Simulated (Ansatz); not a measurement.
Consider the formal exchange of groups at the Si–O bond: `N[Si](O)(O)F` + ethane → `CC[Si](N)(O)F` + H₂O.

Calculated with Ansatz (gas phase, PBE0-D4/def2-TZVP geometries, no zero-point term in ΔE). CCSD(T)/CBS is the MP2 limit (def2-TZVPP, def2-QZVPP) plus CCSD(T) − MP2 in def2-TZVPP, frozen cores. This one scheme is used for every species. DFT in def2-TZVPP. One conformer a species, not always the lowest.

```tsv
level	ΔE (kJ/mol)	difference from CCSD(T)/CBS
ωB97X-V	118.5	2.0
ωB97M-V	118.1	1.6
B2PLYP	126.3	9.8
PBE	113.2	-3.3
HF/def2-TZVPP	144.0	27.5
SCS-MP2/def2-TZVPP	123.6	7.1
CCSD/def2-TZVPP	122.6	6.1
CCSD(T)/def2-TZVPP	119.3	2.8
HF/CBS(def2)	144.9	28.4
CCSD/CBS(def2)	119.8	3.3
CCSD(T)/CBS	116.5	0
```

Largest T1 diagnostic among the species: 0.011.

The D4 term adds −8.5 kJ/mol with B3LYP and −5.1 kJ/mol with PBE0; it sums over pairs of atoms, weighted by their polarisabilities, and B3LYP, whose exchange is more repulsive, gets the larger term. In def2-TZVPP, CCSD(T) changes the Hartree–Fock value by −24.7 kJ/mol (the triples alone add −3.3 kJ/mol) and MP2 by −24.8 kJ/mol.

B3LYP here is the variant with VWN-RPA as its local correlation; programs differ in this.
